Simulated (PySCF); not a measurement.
Species: C₆H₅F₃Se.
Z-matrix (Å and degrees, PBE0-D3(BJ)/def2-SVP geometry), rows numbered from 1:
```
C 
C   1  1.4973
C   2  1.3712  1  124.14
Se  3  1.8488  2  113.19  1  -179.94
C   4  1.8566  3   86.78  2    -0.03
C   5  1.4913  4  121.75  3  -178.94
F   6  1.3366  5  111.96  4   111.93
F   6  1.3391  5  111.18  4    -8.07
F   6  1.3365  5  111.70  4  -128.47
C   5  1.3661  4  111.98  3     0.06
H   1  1.1016  2  111.12  3   119.53
H   1  1.0984  2  111.36  3    -0.84
H   1  1.1015  2  111.08  3  -121.17
H   3  1.0902  2  126.42  1    -0.22
H  10  1.0928  2  122.75  1    -0.03
```

Method used: TDDFT wB97X-D/def2-SVPD, vertical, gas phase, core orbitals frozen in the response in PySCF. The wB97X-D/def2-SVPD calculation is non-relativistic and has no spin–orbit coupling, an omission that weighs most on selenium.

Kohn–Sham orbitals with the atoms that hold most of them (Löwdin shares over 4%, at most four atoms; ? is withheld):

```csv
orbital,ε (eV),atoms
HOMO-3,-12.48,"Se4 17%, C5 16%, C3 12%, C1 12%"
HOMO-2,-11.67,"Se4 53%, C3 12%, C2 8%, C5 7%"
HOMO-1,-9.19,?
HOMO,?,"Se4 34%, C2 21%, C3 14%, C5 12%"
LUMO,0.43,?
LUMO+1,1.32,"Se4 70%, C5 9%, C3 6%"
LUMO+2,1.95,"Se4 73%, C1 6%"
```

Question: Which atoms hold the HOMO-1, and with what shares?

Answer: C3 (bonded to C, Se and H) 22%; C5 (bonded to 2 C and Se) 22%; C10 (bonded to 2 C and H) 21%; Se4 (bonded to 2 C) 19%. By element: carbon 66% or more, selenium 19%.

Question: Which atoms hold the LUMO, and with what shares?

Answer: Se4 (bonded to 2 C) 21%; C5 (bonded to 2 C and Se) 21%; C3 (bonded to C, Se and H) 18%; C10 (bonded to 2 C and H) 16%. By element: carbon 55% or more, selenium 21%.

Question: What is the HOMO energy, and the HOMO–LUMO gap?

Answer: ε(HOMO) = -8.88 eV; the gap is 9.31 eV (0.3421 hartree).

Question: How does S1 compare with the orbital gap of 9.31 eV?

Answer: S1 is at 5.15 eV (f = 0.110), 4.16 eV below the gap, made of HOMO→LUMO (93%). 

Question: Give energy, strength and leading configuration of S1, S2, S3 and S4, and follow the Löwdin shares of the leading atoms from the occupied to the empty orbital.

Answer: 
- S1 (5.15 eV, f 0.110), HOMO→LUMO (93%): Se4 34% → 21%, C2 21% → at most 16%, C5 12% → 21%
- S2 (5.48 eV, f 0.0003), HOMO→LUMO+1 (70%): Se4 34% → 70%, C2 21% → at most 4%, C5 12% → 9%
- S3 (5.54 eV, f 0.109), HOMO-1→LUMO (93%): C3 22% → 18%, C5 22% → 21%, Se4 19% → 21%
- S4 (5.92 eV, f 0.0014), HOMO-1→LUMO+1 (72%): C3 22% → 6%, C5 22% → 9%, Se4 19% → 70%
